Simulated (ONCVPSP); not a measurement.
Which setting gave this result? (B, ONCV)

Base potential:

* Element: B
* Generator: ONCVPSP 4.0.1
* Type: optimised norm-conserving Vanderbilt (ONCV)
* Functional: PW91
* Relativity: scalar-relativistic
* Frozen core: [He]
* Valence charge: 3
* Reference configuration: 2s2 2p1
* Partial waves: 2s: rc 1.20 bohr, ncon 5, nbas 10, qcut 4.4 1/bohr, 2 projectors, debl 2.6 Ha; 2p: rc 2.80 bohr, ncon 4, nbas 8, qcut 3.8 1/bohr, 2 projectors, debl 0.4 Ha
* Local potential: polynomial inside 0.90 bohr (lpopt 5, dvloc0 3 Ha)
* Core correction: Teter function, fcfact 2.75, rcfact 1.3

Cutoffs, loose and tight: the cutoffs (Ha) at which the residual kinetic energy of the hardest occupied pseudo-wave falls to 1 and 0.1 mHa per electron. They do not see the model core or the augmentation charge, which bear on the density cutoff. Test errors are all-electron minus pseudo excitation energies from the reference, over the configurations 2s2 2p0; 2s1 2p0; 2s2 2p0.5; 2s1 2p1; variants that change the core or the reference have their own tests.

Only the qcut of the p channel is moved:

| qcut of the p channel (1/bohr) | cutoff, loose | cutoff, tight | bound ghosts | largest test error (meV) | median size of the test errors |
| --- | --- | --- | --- | --- | --- |
| 2.4 | 22 Ha | 54 Ha | none | +561 | 131.2 meV |
| 3.2 | 12 Ha | 54 Ha | none | +395 | 89.0 meV |
| 4.2 | 12 Ha | 54 Ha | none | +266 | 56.3 meV |
| 4.8 | 12 Ha | 54 Ha | none | +221 | 45.0 meV |
| 5.6 | 12 Ha | 54 Ha | none | +183 | 35.5 meV |

Task: One more run gave cutoff, loose: 12 Ha; cutoff, tight: 54 Ha; bound ghosts: none; largest test error (meV): +332; median size of the test errors: 72.9 meV. Which value of the qcut of the p channel was used?

Result: 3.6 1/bohr. The median size of the test errors moves one way along this sweep, from 131.2 meV at 2.4 to 35.5 meV at 5.6 1/bohr, which places the run between 3.2 and 4.2 1/bohr.
